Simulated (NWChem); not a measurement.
System: diiodomethane (CH₂I₂); SMILES ICI

Here is an NWChem input.

```
start job
memory heap 200 mb stack 900 mb global 1100 mb
geometry units angstroms noautoz
  I      1.813414     0.000000     0.076257
  C      0.000000     0.000000    -1.056251
  I     -1.813414     0.000000     0.076257
  H      0.000000     0.902932    -1.674573
  H      0.000000    -0.902932    -1.674573
end
basis spherical
  * library def2-tzvpd
end
ecp
  I library def2-ecp
end
dft
  xc slater vwn_5
  iterations 150
  semidirect filesize 400000000
  mulliken
end
task dft energy
```

Structure relaxed at the PBE0/def2-SVP level. def2 effective core potentials on I; no spin-orbit coupling.

Give the results of this calculation. (LDA (Slater exchange, VWN5)/def2-TZVPD with def2 effective core potentials on I.) Quantities: energy (Ha); highest occupied level (eV); orbital gap (eV); dipole (D).


```yaml
energy (Ha): -633.55
highest occupied level (eV): -6.46
orbital gap (eV): 3.44
dipole (D): 1.12
```
